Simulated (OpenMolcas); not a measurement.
## neutral cadmium: effect of the active space

| Quantity | Value |
| --- | --- |
| Program | OpenMolcas |
| Method | CASSCF or its RAS form |
| Basis | ANO-RCC-VQZP |
| Scalar Hamiltonian | DKH2, point nucleus |
| Spin-orbit coupling | state interaction with AMFI integrals over the reference wave functions, term energies averaged over their components |

A. 2 electrons in 4 orbitals (5s 5p); 2S+1 = 3 even, 3 roots; 2S+1 = 1 even, 6 roots (1 in the spin-orbit step); 2S+1 = 3 odd, 3 roots; 2S+1 = 1 odd, 3 roots; cost of the order of 18 core-seconds
B. 2 electrons in 8 orbitals (5s 5p 6s 6p); 2S+1 = 3 even, 3 roots; 2S+1 = 1 even, 1 root; 2S+1 = 3 odd, 3 roots; 2S+1 = 1 odd, 3 roots; cost of the order of 24 core-seconds
C. 2 electrons in 9 orbitals (RAS2 5s 5p; RAS3 5d, at most 2 electrons); 2S+1 = 3 even, 3 roots; 2S+1 = 1 even, 6 roots; 2S+1 = 3 odd, 3 roots; 2S+1 = 1 odd, 3 roots; cost roughly 25 core-seconds

Energies in eV above 5s² ¹S₀, the measured ground level; measured values from NIST Handbook of Basic Atomic Spectroscopic Data.

| Level | A | B | C | Measured |
| --- | --- | --- | --- | --- |
| 5s² ¹S₀ | 0.0000 | 0.0000 | 0.0000 | 0.0000 |
| 5s 5p ³P°₀ | 2.9758 | 3.2573 | 2.9560 | 3.7337 |
| 5s 5p ³P°₁ | 3.0324 | 3.3136 | 3.0130 | 3.8009 |
| 5s 5p ³P°₂ | 3.1484 | 3.4292 | 3.1314 | 3.9460 |
| 5s 5p ¹P°₁ | 5.3707 | 5.6651 | 5.1174 | 5.4172 |

Deviations, from unrounded energies. A percentage is the sum of absolute deviations over the sum of measured energies, with the sign that they share, or ± where signs differ.

| Against measurement | Levels | A | B | C |
| --- | --- | --- | --- | --- |
| mean absolute deviation (cm-1) | 4 | 4800 | 3500 | 5400 |
| other configurations (%) | 4 | -14.0 | ±10.2 | -15.9 |

B lies closest to measurement on these levels and C furthest from it. The largest miss of B in the table is 5s 5p ³P°₂, by -4200 cm-1. The ranking rests on the paired levels alone, and a cruder setting can come out closer through cancelling errors.

Among A to C the level of the table that moves most is 5s 5p ¹P°₁, by 4400 cm-1 (lowest in C, highest in B).

Without dynamic correlation excited terms often stand tens of per cent too high (terms of higher spin than the ground term too low), and those without a measured partner can miss by more than the paired ones. Some high roots are left out of the spin-orbit mixing, which shifts the levels that they would mix with (holds for A). Active for correlation alone: 6p 6s; no level in the range computed is led by a configuration that fills them, so any true level of that kind is missing (holds for B). Active for correlation alone: 5d; no level in the range computed is led by a configuration that fills it, so any true level of that kind is missing (holds for C). Computed and measured levels are paired by configuration, term and J; levels that our copy of the source lacks, or whose pairing is in doubt (as where it misses far off the trend of its configuration), stay unpaired and out of the deviations. Levels of configurations outside the active space are missing. The table leaves out levels that lie high or whose names do not pair safely across all columns.

° marks odd parity.
